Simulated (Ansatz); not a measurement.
Stepwise reaction of `[SiH3]O[SiH](Cl)O[SiH3]` with ammonia, as a gas-phase model of exchange steps in deposition or etching. ΔE in kJ/mol.

Isolated molecules relaxed with PBE0-D4/def2-TZVP in Ansatz; ΔE leaves out vibrations. CCSD(T)/CBS adds triple-zeta CCSD(T) − MP2 to the extrapolated MP2 energy (def2 sets, frozen cores). This one scheme is used for every species. DFT in def2-TZVPP. B3LYP here is the variant with VWN-RPA as its local correlation; programs differ in this. One conformer a species, not always the lowest.

| step | reaction | PBE-D4 | B3LYP-D4 | ωB97M-V | CCSD(T)/CBS |
| --- | --- | --- | --- | --- | --- |
| 1 | `[SiH3]O[SiH](Cl)O[SiH3]` + NH₃ → `N[SiH](Cl)O[SiH3]` + `O[SiH3]` | 59.8 | 69.6 | 64.6 | 67.8 |
| 2 | `N[SiH](Cl)O[SiH3]` + NH₃ → `N[SiH](N)Cl` + `O[SiH3]` | 53.8 | 62.6 | 58.7 | 61.0 |

Problem. By hand: ΔE of the 2 steps together at CCSD(T)/CBS.

Solution. (67.8) + (61.0) = 128.8 kJ/mol, or 64.4 kJ/mol a step.

In ΔE each step is lower than the one before. All are uphill at CCSD(T)/CBS. PBE-D4 differs from CCSD(T)/CBS by -8.0 to -7.2 kJ/mol a step. Isolated molecules leave out the surface, adducts and barriers. Largest T1 diagnostic: 0.011.
